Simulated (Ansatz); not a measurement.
Input for Ansatz (an electronic-structure program): U-wB97X-V/cc-pVTZ on GeH4O2 (SMILES [OH][GeH2][OH]), a point of a bond scan (R = 2.071 Å).

Ansatz 0.2 input:
```yaml
crystal:
  periodic: [false, false, false]
  atoms:
    - {symbol: Ge, position_ang: [0.33883789, -0.06566271, 0.00759659]}
    - {symbol: O, position_ang: [-0.42944079, 1.43257692, 0.60497347]}
    - {symbol: O, position_ang: [-0.90669806, -1.17364928, -0.63492907]}
    - {symbol: H, position_ang: [1.26742697, -0.83823034, 1.68924078]}
    - {symbol: H, position_ang: [1.24372147, 0.19795820, -1.20235759]}
    - {symbol: H, position_ang: [-0.88342978, 1.92366099, -0.08771759]}
    - {symbol: H, position_ang: [-1.54067496, -1.45389864, 0.03337031]}
basis:
  gaussian:
    orbitals: cc-pVTZ
hamiltonian:
  xc: {name: wB97X-V}
magnetization: {spin_polarized: true, initial_magnetization: 0}
```

It printed:

```
WARN ansatz: RAYON_NUM_THREADS=1 ignored (pool sized by the plan → 1); use --threads N
Functional definition: wB97X-V
integrals: 0.10 GiB planned
981 factors; their error is unknown
integrals: 0.13 GiB planned
209 factors; integrals over basis functions are off by at most 9.9e-6 eV
mean field: 1.21 GiB planned
mean field evaluation 1: about -60666.6112 eV, gradient 4.6e1 eV
mean field evaluation 2: about -60663.9635 eV, gradient 5.5e1 eV
mean field evaluation 4: about -60673.3780 eV, gradient 6.9e-1 eV
mean field evaluation 8: about -60673.5104 eV, gradient 5.0e-2 eV
mean field -60673.51040669 eV, -2229.7103814634 hartree, gradient 4.7e-5 eV, S^2 0.000000; 0 other end points of the search recorded, 0 dependent functions left out
reference -60673.51040483 eV, -2229.7103813952 hartree; 26, 26 occupied and 133, 133 virtual orbitals, 981 factors
Total energy: -60673.51040483 eV, -2229.7103813952 hartree
```

The run converged.

Cost: roughly 14 core-seconds.
